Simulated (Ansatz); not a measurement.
Frontier orbitals of B$_{2}$FH$_{3}$O$_{2}$ (`OBOBF`).

Cartesian coordinates in Å:
```
O 1.045 1.241 0.180
B 0.621 0.315 -0.708
O -0.575 -0.303 -0.485
B -1.231 -0.805 0.577
F -0.556 -1.211 1.645
H 1.879 1.645 -0.067
H 1.235 0.050 -1.702
H -2.417 -0.932 0.560
```

The species carries charge 0 and has multiplicity 1. Geometry: relaxed with PBE0-D4/def2-TZVP. It is one conformer, not always the lowest. Basis def2-TZVPP, Ansatz.

```json
{"functional": "LDA (SPW92)", "HOMO (eV)": "-8.09", "LUMO (eV)": "-1.50"}
```

**Question.** Give HOMO and LUMO (eV) with PBE, revPBE, BLYP, r2SCAN, B97M-V, PBE0, B3LYP, r2SCANh, r2SCAN0, HSE06 (plane-wave form), BHLYP, CAM-B3LYP, LC-ωPBE, ωB97X-V, ωB97M-V, HF. (An estimate is asked.)

**Answer.** Ansatz gave: 
```json
{"functional": "PBE", "HOMO": "-7.97", "LUMO": "-1.17"}
{"functional": "revPBE", "HOMO": "-7.91", "LUMO": "-1.04"}
{"functional": "BLYP", "HOMO": "-7.91", "LUMO": "-1.05"}
{"functional": "r2SCAN", "HOMO": "-8.32", "LUMO": "-0.73"}
{"functional": "B97M-V", "HOMO": "-8.42", "LUMO": "-0.79"}
{"functional": "PBE0", "HOMO": "-9.55", "LUMO": "-0.12"}
{"functional": "B3LYP", "HOMO": "-9.33", "LUMO": "-0.39"}
{"functional": "r2SCANh", "HOMO": "-8.91", "LUMO": "-0.37"}
{"functional": "r2SCAN0", "HOMO": "-9.79", "LUMO": "0.16"}
{"functional": "HSE06 (plane-wave form)", "HOMO": "-9.14", "LUMO": "-0.50"}
{"functional": "BHLYP", "HOMO": "-11.10", "LUMO": "0.91"}
{"functional": "CAM-B3LYP", "HOMO": "-11.06", "LUMO": "0.95"}
{"functional": "LC-ωPBE", "HOMO": "-12.40", "LUMO": "2.23"}
{"functional": "ωB97X-V", "HOMO": "-12.05", "LUMO": "2.12"}
{"functional": "ωB97M-V", "HOMO": "-11.93", "LUMO": "1.83"}
{"functional": "HF", "HOMO": "-13.51", "LUMO": "3.07"}
```

B3LYP here is the variant with VWN-RPA as its local correlation; programs differ in this. LC-ωPBE has ω = 0.4 bohr⁻¹. Positive LUMOs are unbound and depend on the basis.
